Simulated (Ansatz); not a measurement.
Total energies of (H3Ge)2S (Ge2H6S) from Ansatz at PBE-D4/def2-TZVP, gas phase (1 Eh = 27.2114 eV = 2625.5 kJ/mol). The reference geometry is relaxed at B3LYP-D4/def2-SVP.

```tsv
atom	x (Å)	y (Å)	z (Å)
Ge1	-0.394	0.366	-1.629
H2	0.105	1.793	-1.321
H3	-0.187	0.027	-3.116
H4	-1.884	0.250	-1.246
S5	0.823	-1.147	-0.495
Ge6	0.440	-0.430	1.602
H7	0.981	1.004	1.785
H8	-1.073	-0.449	1.905
H9	1.190	-1.414	2.516
```

```tsv
state	geometry	energy (Eh)
charge 0 singlet	reference	-4555.03657
charge 1 doublet	reference	-4554.70569
charge 1 doublet	relaxed at B3LYP-D4/def2-SVP	-4554.71270
free Ge atom (triplet)	–	-2076.60177
free H atom (doublet)	–	-0.49962
free S atom (triplet)	–	-397.93833
```

(1) Work out the vertical ionisation energy to the doublet.

(2) How much does the charge 1 doublet relax, and what is the adiabatic ionisation energy?

(3) What is the binding energy per atom against free atoms?

(1) E(charge 1 doublet) − E(charge 0 singlet) = -4554.70569 − (-4555.03657) = 0.33088 Eh = 9.00 eV. For comparison, −ε of the highest occupied level is 5.99 eV at this level, 3.01 eV less.

(2) Relaxation: -4554.70569 − (-4554.71270) = 0.00701 Eh = 0.19 eV. Adiabatic ionisation energy: 0.32387 Eh = 8.81 eV, without zero-point energy. 

(3) Atoms: 2 × (-2076.60177) + 6 × (-0.49962) + 1 × (-397.93833) = -4554.13959 Eh. Binding: -4554.13959 − (-4555.03657) = 0.89698 Eh = 24.41 eV, or 2.71 eV for each of 9 atoms (no zero-point energy, no counterpoise term).
